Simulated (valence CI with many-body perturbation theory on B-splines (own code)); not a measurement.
# Ba48+: key properties

Calculated by valence CI with perturbative core correlation (CI+MBPT): six valence electrons over a frozen Dirac-Fock core [He], a basis of 9 s, 9 p, 8 d, 6 f, 3 g, 1 h functions for each j, with the one-electron correlation potential Σ1, the two-electron term Σ2, the three-electron term Σ3, Breit, model QED; selected CI, second order for the rest, scaled by the run's own slope (own B-spline code, finite nucleus).

No measured spectrum was set against this ion. As an estimate, large intervals hold to a few tenths of a per cent, small ones and those within an open d or f shell to about a per cent. Among the levels kept, up to 2400 cm⁻¹ of a level comes from second order outside the variational space, and about a tenth of that is noise between levels of different J, which matters for small intervals.

Levels are named by their leading jj configuration (3d3/2^4 stands for four electrons in 3d with j = 3/2), which in mixed levels can hold well under half, so a name can repeat and another be missing.

Rates and lifetimes use the calculated energies. Strong lines usually hold to 10 to 20 %, long lifetimes can be off by a factor of two.

(1) What is the ground level?

(2) What are the static dipole polarisabilities of the lowest levels?

(3) Name the longest-lived excited levels whose lifetime is computed, and their main decay.

(4) How well does LS coupling describe the low levels?

(5) What is the ionisation energy?

(6) Among levels below 5536.4 eV, which E1 lines absorb most strongly from the ground level?

(7) Where does the other parity begin?

Results:

(1) (2s^2 2p1/2^2 2p3/2^2) J=2, composition 70 % 2s²2p⁴ ³P + 30 % 2s²2p⁴ ¹D, g = 1.331.

(2) (2s^2 2p1/2^2 2p3/2^2) J=2 0.000260 (tensor 1.3e-05); (2s^2 2p1/2^2 2p3/2^2) J=0 0.000245 bohr³, of which the core gives 7.82e-07.

(3) (2s^2 2p1/2^2 2p3/2^2) J=0 at 40.1 eV lives 28.8 ms, mostly by E2 to (2s^2 2p1/2^2 2p3/2^2) J=2; (2s^2 2p1/2 2p3/2^3) J=2 at 410.6 eV lives 3.29 ns, mostly by M1 to (2s^2 2p1/2^2 2p3/2^2) J=2; (2s^2 2p1/2 2p3/2^3) J=1 at 393.6 eV lives 1.54 ns, mostly by M1 to (2s^2 2p1/2^2 2p3/2^2) J=2.

(4) Among the lowest 20 levels the leading LS term, summed over configurations, holds 58 % on average. For single configurations the figures are 58 % in LS and 99 % in jj coupling. Terms mix most in the J = 2 level at 4900.3 eV, where the leading one holds 25 %.

(5) 8830.7 eV; NIST lists 8831 ± 4 eV (theoretical).

(6) to (2s^2 2p1/2^2 2p3/2 3d5/2) J=3 at 0.2408 nm, f = 0.823; to (2s^2 2p1/2 2p3/2^2 3d3/2) J=3 at 0.2251 nm, f = 0.494; to (2s^2 2p1/2 2p3/2^2 3d3/2) J=2 at 0.2251 nm, f = 0.316.

(7) At (2s 2p1/2^2 2p3/2^3) J=2, 666.7 eV.
